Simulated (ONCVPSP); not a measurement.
## Before and after: ONCV potential for carbon (C)

- Element: carbon
- Generator: ONCVPSP 4.0.1
- Type: optimised norm-conserving Vanderbilt (ONCV)
- Functional: PBE
- Relativity: scalar-relativistic
- Frozen core: [He]
- Valence charge: 4
- Reference configuration: 2s1 2p3
- Partial waves: 2s: rc 1.35 bohr, ncon 3, nbas 7, qcut 5.8 1/bohr, 2 projectors, debl 0.4 Ha; 2p: rc 2.30 bohr, ncon 4, nbas 8, qcut 6 1/bohr, 3 projectors, debl 2.5 Ha
- Local potential: polynomial inside 1.20 bohr (lpopt 2, dvloc0 0 Ha)
- Core correction: none

In the s channel the program set the typed energies aside and used -0.522, 0.250 Ha.

Change: s: qcut 4.4.

Cutoffs: the cutoffs (Ha) at which the residual kinetic energy of the hardest occupied pseudo-wave falls to 1 and 0.1 mHa per electron; they do not see the model core or the augmentation charge, which bear on the density cutoff. Errors are all-electron minus pseudo energies relative to the spin-unpolarised reference configuration.

Problem. Predict the effect on cutoff, ghosts and configuration errors.

Solution. The potential gets harder (13 Ha and 24 Ha → 20 Ha and 75 Ha); of the 4 tests that both files solve, the error grows in 3 and shrinks in 0 by more than 15 % and 0.3 meV (median size 94.2 → 112.5 meV); neither file shows a bound ghost.

```tsv
quantity	base	changed
cutoff, loose	13 Ha	20 Ha
cutoff, tight	24 Ha	75 Ha
loose cutoff by channel	s 13 Ha, p 12 Ha	s 20 Ha, p 12 Ha
bound ghosts	none	none
GHOST(+) flags under 300 eV	none	none
error for 2s2 2p2, meV [ΔE -8.48 eV]	+0.6	+9.6
error for 2s2 2p1, meV [ΔE 2.38 eV]	+146	+168
error for 2s2 2p0, meV [ΔE 26.54 eV]	+746	+803
error for 2s2 2p1.5, meV [ΔE -4.51 eV]	+43	+57
s: phases at 1.37 bohr within 0.05 rad from the reference energy up to (Ha; the scan ends near 5)	to the end of the scan	to the end of the scan
p: phases at 2.33 bohr within 0.05 rad from the reference energy up to (Ha; the scan ends near 5)	to the end of the scan	to the end of the scan
```
